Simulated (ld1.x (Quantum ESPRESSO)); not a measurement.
An all-electron radial function and its pseudo partner (H)

Columns: radius, all-electron u(r) and pseudo u(r) of the 1s shell (level -6.36 eV) of hydrogen in the configuration 1s1; LDA (PZ), non-relativistic, ultrasoft scheme, ld1.x (Quantum ESPRESSO) 7.5.

```tsv
r (bohr)	all-electron	pseudo
0.045	0.0797	0.0642
0.090	0.1523	0.1275
0.135	0.2184	0.1892
0.180	0.2783	0.2485
0.225	0.3326	0.3047
0.270	0.3816	0.3573
0.315	0.4256	0.4058
0.360	0.4652	0.4500
0.405	0.5004	0.4897
0.450	0.5318	0.5249
0.495	0.5596	0.5557
0.540	0.5840	0.5823
0.585	0.6053	0.6051
0.630	0.6238	0.6243
0.675	0.6397	0.6404
0.720	0.6531	0.6537
0.765	0.6643	0.6647
0.810	0.6735	0.6737
0.855	0.6808	0.6808
0.900	0.6864	0.6864
0.945	0.6904	0.6904
0.990	0.6929	0.6929
1.035	0.6941	0.6941
1.080	0.6941	0.6941
1.125	0.6930	0.6930
1.170	0.6908	0.6908
```

(1) How many radial nodes do the two functions have?

(2) At about which radius was the pseudo-wave matched?

(3) Is the pseudo-wave norm-conserving?

Answers

(1) The all-electron 1s function has n − l − 1 = 0; the pseudo-wave has 0.

(2) 0.90 bohr. The columns agree to 0.0005 from 0.77 bohr on; several derivatives are matched, so the curves merge somewhat inside the radius.

(3) No, it belongs to an ultrasoft set: the norm inside the radius is not constrained, and the difference is carried by the augmentation charge.
